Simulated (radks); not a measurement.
Coulomb parameter of the 3d shell of the copper ion Cu+ in the model configuration [Ar] 3d9 4p1, as a second difference U = [E(n + 0.25) + E(n - 0.25) - 2 E(n)] / (0.25)^2 with all orbitals relaxed. "Bare": the charge of the atom changes with n. "Screened": the 4p shell takes up the change at fixed total charge, which measures U(3d,3d) + U(4p,4p) - 2 U(3d,4p). Calculated with a radial shooting solver on a logarithmic mesh with Libxc functionals: Dirac Kohn-Sham, PBEsol, spin-unpolarised, spherical densities, finite nucleus; open shells are shared between the two j in proportion to 2j + 1; Fermi nuclear charge, rms radius 3.8823 fm.

case                 configuration  E - E(n) (eV)
start                 [Ar] 3d9 4p1          0.000
bare +0.25         [Ar] 3d9.25 4p1         -4.665
bare -0.25         [Ar] 3d8.75 4p1          5.641
screened +0.25  [Ar] 3d9.25 4p0.75         -2.845
screened -0.25  [Ar] 3d8.75 4p1.25          3.182

U(bare) = 15.626 eV, U(screened by 4p) = 5.398 eV.
